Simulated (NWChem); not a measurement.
System: C$_{2}$H$_{5}$ClSi; SMILES C(=C/[SiH3])/Cl

Input file for NWChem:

```
start job
memory heap 200 mb stack 900 mb global 1100 mb
geometry units angstroms noautosym nocenter noautoz
  Si    -0.428366     1.661996     0.000000
  C      1.077715     0.539516     0.000000
  C      1.031654    -0.794251     0.000000
  Cl    -0.449892    -1.688109     0.000000
  H     -1.265245     1.430292     1.215475
  H     -1.265245     1.430292    -1.215475
  H      0.045022     3.078738     0.000000
  H      2.083037     0.976693     0.000000
  H      1.910780    -1.445205     0.000000
end
basis spherical
  * library cc-pvtz
end
dft
  xc xpbe96 cpbe96
  iterations 150
  semidirect filesize 400000000
end
property
  efieldgrad
end
task dft property
```

Output (shortened):

```
             Northwest Computational Chemistry Package (NWChem) 7.3.0
             --------------------------------------------------------

                             Geometry "geometry" -> ""
                             -------------------------

 Output coordinates in angstroms (scale by  1.889725989 to convert to a.u.)

  No.       Tag          Charge          X              Y              Z
 ---- ---------------- ---------- -------------- -------------- --------------
    1 Si                  14.0000    -0.42836600     1.66199600     0.00000000
    2 C                    6.0000     1.07771500     0.53951600     0.00000000
    3 C                    6.0000     1.03165400    -0.79425100     0.00000000
    4 Cl                  17.0000    -0.44989200    -1.68810900     0.00000000
    5 H                    1.0000    -1.26524500     1.43029200     1.21547500
    6 H                    1.0000    -1.26524500     1.43029200    -1.21547500
    7 H                    1.0000     0.04502200     3.07873800     0.00000000
    8 H                    1.0000     2.08303700     0.97669300     0.00000000
    9 H                    1.0000     1.91078000    -1.44520500     0.00000000

 Effective nuclear repulsion energy (a.u.)     191.8300010488

  pbe96 is a nonlocal functional; adding pw91lda local functional.
                              NWChem Property Module
                              ----------------------

  itol2e modified to match energy
  convergence criterion.

                                 NWChem DFT Module
                                 -----------------

 Summary of "ao basis" -> "ao basis" (spherical)
 ------------------------------------------------------------------------------
       Tag                 Description            Shells   Functions and Types
 ---------------- ------------------------------  ------  ---------------------
 Si                         cc-pvtz                 12       34   5s4p2d1f
 C                          cc-pvtz                 10       30   4s3p2d1f
 Cl                         cc-pvtz                 12       34   5s4p2d1f
 H                          cc-pvtz                  6       14   3s2p1d

  itol2e modified to match energy
  convergence criterion.

            General Information
            -------------------
          SCF calculation type: DFT
          Wavefunction type:  closed shell.
          No. of atoms     :     9
          No. of electrons :    48
           Alpha electrons :    24
            Beta electrons :    24
          Charge           :     0
          Spin multiplicity:     1
          Use of symmetry is: off; symmetry adaption is: off
          Maximum number of iterations: 150
          AO basis - number of functions:   198
                     number of shells:    74
          Convergence on energy requested:  1.00D-07
          Convergence on density requested:  1.00D-05
          Convergence on gradient requested:  5.00D-04

              XC Information
              --------------
          PerdewBurkeErnzerhof Exchange Functional  1.000
            Perdew 1991 LDA Correlation Functional  1.000 local
           PerdewBurkeErnz. Correlation Functional  1.000 non-local

             Grid Information
             ----------------
          Grid used for XC integration:  fine
          Radial quadrature: Mura-Knowles
          Angular quadrature: Lebedev.
          Tag              B.-S. Rad. Rad. Pts. Rad. Cut. Ang. Pts.
          ---              ---------- --------- --------- ---------
          Si                  1.10      123          11.0       770
          C                   0.70       70          11.0       590
          Cl                  1.00      123          13.0       770
          H                   0.35       60          13.0       590
          Grid pruning is: on
          Number of quadrature shells:   686
          Spatial weights used:  Erf1

      Superposition of Atomic Density Guess
      -------------------------------------

 Sum of atomic energies:        -826.16744809

[...]

          -----------------------
          Electric field gradient
          -----------------------

 1 a.u. = 0.324123 10**(16) esu/cm**3  ( or statvolts/cm**2 ) = 0.97174 10**(22) v/m**2

 ------------------------------------------------------------
   Atom      X         Y         Z
 ------------------------------------------------------------
    1 Si  -0.80949   3.14072   0.00000
 ------------------------------------------------------------

 Electric field gradient in molecular frame (a.u.)
         XX             YY             ZZ             XY             XZ             YZ
 ------------------------------------------------------------------------------------------
       -0.009467      -0.028004       0.037471       0.048826       0.000000      -0.000000

 Principal components (a.u.) and orientation
 of principal axis w.r.t. absolute frame                      Asymmetry parameter eta
 --------------------------------------------------------------------------------------
       -0.068434       0.037471       0.030963                       0.095104

       -0.637773       0.000000       0.770224
        0.770224       0.000000       0.637773
        0.000000       1.000000      -0.000000

 ------------------------------------------------------------
   Atom      X         Y         Z
 ------------------------------------------------------------
    2 C    2.03659   1.01954   0.00000
 ------------------------------------------------------------

 Electric field gradient in molecular frame (a.u.)
         XX             YY             ZZ             XY             XZ             YZ
 ------------------------------------------------------------------------------------------
        0.095113       0.167382      -0.262496      -0.032639      -0.000000       0.000000

 Principal components (a.u.) and orientation
 of principal axis w.r.t. absolute frame                      Asymmetry parameter eta
 --------------------------------------------------------------------------------------
       -0.262496       0.179941       0.082555                       0.371003

        0.000000      -0.359106       0.933297
       -0.000000       0.933297       0.359106
        1.000000       0.000000      -0.000000

 ------------------------------------------------------------
   Atom      X         Y         Z
 ------------------------------------------------------------
    3 C    1.94954  -1.50092   0.00000
 ------------------------------------------------------------

 Electric field gradient in molecular frame (a.u.)
         XX             YY             ZZ             XY             XZ             YZ
 ------------------------------------------------------------------------------------------
       -0.180510       0.298440      -0.117931      -0.236782      -0.000000      -0.000000

 Principal components (a.u.) and orientation
 of principal axis w.r.t. absolute frame                      Asymmetry parameter eta
 --------------------------------------------------------------------------------------
        0.395735      -0.277805      -0.117931                       0.403993

       -0.380070       0.924958      -0.000000
        0.924958       0.380070      -0.000000
       -0.000000       0.000000       1.000000

 ------------------------------------------------------------
   Atom      X         Y         Z
 ------------------------------------------------------------
    4 Cl  -0.85017  -3.19006   0.00000
 ------------------------------------------------------------

 Electric field gradient in molecular frame (a.u.)
         XX             YY             ZZ             XY             XZ             YZ
 ------------------------------------------------------------------------------------------
       -1.903866       0.536615       1.367251      -2.282685      -0.000000      -0.000000

 Principal components (a.u.) and orientation
 of principal axis w.r.t. absolute frame                      Asymmetry parameter eta
 --------------------------------------------------------------------------------------
       -3.271991       1.904740       1.367251                       0.164270

        0.857739      -0.514085      -0.000000
        0.514085       0.857739       0.000000
        0.000000      -0.000000       1.000000

 ------------------------------------------------------------
   Atom      X         Y         Z
 ------------------------------------------------------------
    5 H   -2.39097   2.70286   2.29691
 ------------------------------------------------------------

 Electric field gradient in molecular frame (a.u.)
         XX             YY             ZZ             XY             XZ             YZ
 ------------------------------------------------------------------------------------------
        0.004053       0.064011      -0.068064      -0.017112       0.094094       0.026226

 Principal components (a.u.) and orientation
 of principal axis w.r.t. absolute frame                      Asymmetry parameter eta
 --------------------------------------------------------------------------------------
       -0.137633       0.069570       0.068063                       0.010954

       -0.559465       0.497320       0.663078
       -0.153418       0.724036      -0.672484
        0.814532       0.477959       0.328775

 ------------------------------------------------------------
   Atom      X         Y         Z
 ------------------------------------------------------------
    6 H   -2.39097   2.70286  -2.29691
 ------------------------------------------------------------

 Electric field gradient in molecular frame (a.u.)
         XX             YY             ZZ             XY             XZ             YZ
 ------------------------------------------------------------------------------------------
        0.004053       0.064011      -0.068064      -0.017112      -0.094094      -0.026226

[...]
```

Level: PBE/cc-pVTZ. Geometry: optimised at PBE0/def2-SVP. NWChem prints the field gradient with the sign opposite to the second derivative of the potential.
